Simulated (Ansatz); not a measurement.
Gas-phase electronic energies from Ansatz, PBE0-D4/def2-TZVP geometries. CBS: MP2 limit from def2 TZ/QZ plus the TZ coupled-cluster correction, frozen cores. This one scheme is used for every species. Functionals use def2-TZVPP. Each species was taken in one conformer, which may not be the lowest.

Consider the ligand exchange at the Si–N bond: `O[SiH](F)NBS` + H₂S → `O[SiH](F)S` + `NBS`.

`O[SiH](F)NBS`:

Z-matrix (Å, degrees):
```
Si
F 1 1.595
N 1 1.725 2 104.0
O 1 1.622 2 112.0 3 -121.4
H 1 1.469 2 108.0 3 122.4
B 3 1.409 1 125.5 2 -169.0
H 3 1.012 1 116.0 2 14.3
H 4 0.959 1 118.9 2 73.2
S 6 1.807 3 120.4 1 -178.2
H 6 1.194 3 119.7 1 2.0
H 9 1.340 6 96.6 3 -180.0
```

H₂S:

Z-matrix (Å, degrees):
```
S
H 1 1.341
H 1 1.341 2 92.3
```

`O[SiH](F)S`:

Z-matrix (Å, degrees):
```
Si
F 1 1.594
S 1 2.124 2 107.3
O 1 1.624 2 112.2 3 -119.5
H 1 1.470 2 107.1 3 123.8
H 3 1.344 1 93.3 2 34.3
H 4 0.959 1 118.6 2 71.2
```

`NBS`:

Cartesian coordinates in Å:
```
N -0.029 -0.081 1.176
B -0.251 0.066 -0.190
S 1.123 -0.133 -1.360
H 0.864 -0.297 1.584
H -0.768 0.023 1.848
H -1.346 0.324 -0.590
H 0.407 0.098 -2.468
```

```tsv
level	ΔE (kJ/mol)	difference from CCSD(T)/CBS
BLYP-D4	1.3	-3.0
PBE0-D4	-4.1	-8.4
CAM-B3LYP-D4	6.1	1.8
ωB97X-V	1.2	-3.1
ωB97M-V	2.1	-2.2
B2PLYP	2.6	-1.7
PBE	-10.2	-14.5
revPBE	-12.0	-16.3
r2SCAN	-2.9	-7.2
PBE0	-6.4	-10.7
r2SCAN0	-0.9	-5.2
BHLYP	4.9	0.6
CCSD/def2-TZVPP	9.2	4.9
SCS-MP2/def2-QZVPP	5.5	1.2
MP2/CBS(def2)	1.2	-3.1
CCSD/CBS(def2)	5.5	1.2
CCSD(T)/CBS	4.3	0
```

(1) What do rigid-rotor, harmonic-oscillator terms from PBE0-D4/def2-TZVP frequencies (298.15 K, 1 bar) make of the CCSD(T)/CBS value? (An estimate is asked.)

Largest T1 diagnostic among the species: 0.012.

Results:

(1) The calculation gave: ΔZPE = +9.9 kJ/mol, ΔH = +11.7 kJ/mol, ΔS = 9 J/(mol·K), ΔG = +9.0 kJ/mol. Modes under 50 cm⁻¹ make the entropy rough.

From PBE to PBE0 (25 % exact exchange), in def2-TZVPP and without D4, ΔE moves by +3.9 kJ/mol. At CCSD(T), def2-SVP lies +7.1 kJ/mol from the extrapolated value and def2-TZVPP +3.7 kJ/mol. Leaving LDA and LC-ωPBE aside and taking each functional with its dispersion term where it has one, the values, not all of them listed here, spread over 15.0 kJ/mol, from PBE-D4 to BHLYP-D4. LDA lies +5.2 kJ/mol from PBE without D4.
